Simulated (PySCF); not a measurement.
**Two-photon absorption: 4-mercaptophenol (Oc1ccc(S)cc1, C$_{6}$H$_{6}$OS)**

Geometry (Å), atoms numbered from 1 in this order:
```xyz
14

O    -2.601    0.757    0.030
C    -1.295    0.413    0.042
C    -0.857   -0.913    0.079
C     0.503   -1.209    0.090
C     1.456   -0.186    0.065
S     3.167   -0.641    0.081
C     1.012    1.141    0.028
C    -0.345    1.439    0.017
H    -3.140   -0.041    0.050
H    -1.587   -1.728    0.099
H     0.823   -2.254    0.118
H     3.661    0.613    0.050
H     1.735    1.960    0.008
H    -0.691    2.474   -0.011
```

Method: TDDFT CAM-B3LYP/aug-cc-pVDZ excited states, vertical, gas phase (PySCF 2.14.0). Geometry: PBE0-D3(BJ)/def2-SVP.

(1) How strongly do the lowest singlets absorb one photon, and two photons of half the energy?

Answers

(1) δ for parallel linear polarisation; σ at the peak of a Lorentzian of half width 0.1 eV, single beam; Ω is circular over linear.
| state | E (eV) | f | photon λ (nm) | δ (au) | σ (GM) | Ω | main |
| --- | --- | --- | --- | --- | --- | --- | --- |
| S1 | 4.58 | 0.033 | 541 | 8.9 | 0.07 | 1.50 | HOMO→LUMO+2 0.91 |
| S2 | 4.79 | 0.003 | 517 | 19.7 | 0.17 | 1.50 | HOMO→LUMO+1 0.46, HOMO→LUMO 0.18 |
| S3 | 5.16 | 0.000 | 481 | 3.83 | 0.04 | 1.50 | HOMO→LUMO 0.68, HOMO→LUMO+1 0.18 |
| S4 | 5.31 | 0.227 | 467 | 19.9 | 0.20 | 1.49 | HOMO→LUMO+4 0.91 |
| S5 | 5.50 | 0.015 | 451 | 140 | 1.55 | 1.50 | HOMO→LUMO+7 0.23, HOMO→LUMO+5 0.21 |
| S6 | 5.83 | 0.001 | 426 | 25.3 | 0.31 | 1.50 | HOMO→LUMO+3 0.89 |

Among these, the strongest one-photon state is S4, the strongest two-photon state S5, with a dipole change of 9.3 D (relaxed, norm of the difference vector).
